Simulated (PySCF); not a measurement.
**From computed data to an observable: chemical shift, span and skew from a shielding tensor**

4,4-difluorobuta-1,2-diene (C₄H₄F₂), SMILES C=C=CC(F)F. Atoms are numbered in the order given.

```xyz
10

C      2.8005    -0.2535     0.0000
C      1.5700     0.1940     0.0000
C      0.3304     0.6257     0.0000
C     -0.8488    -0.2993     0.0000
F     -1.6287    -0.0581     1.0956
F     -1.6287    -0.0581    -1.0956
H      3.3347    -0.4449     0.9367
H      3.3347    -0.4449    -0.9367
H      0.0976     1.6971     0.0000
H     -0.5630    -1.3629     0.0000
```
Charge 0, spin multiplicity 1.

Geometry: TPSSh-D3(BJ)/def2-SVP. One conformer was computed; it need not be the lowest.

GIAO shieldings from PBE0/pcSseg-1 (PySCF), non-relativistic, no solvent. The symmetric part of the tensor of C2 has the principal values -60.9, -56.7, -6.6 ppm. The same nucleus in TMS has σ = 186.3 ppm at this level (PySCF, at its B3LYP-D3(BJ)/def2-TZVP geometry).

Task: Work out the isotropic shielding, the ¹³C shift against TMS, the span and the skew.

Result: 
σ(iso) = (σ11 + σ22 + σ33)/3 = -41.4 ppm. δ = σ(ref) − σ(iso) = 186.3 − (-41.4) = 227.7 ppm.
Span Ω = σ33 − σ11 = 54.3 ppm. Skew κ = 3(σ(iso) − σ22)/Ω = 0.85. Tumbling in solution averages the tensor to δ; in a static solid the shielding alone would spread this spin-1/2 line over Ω.
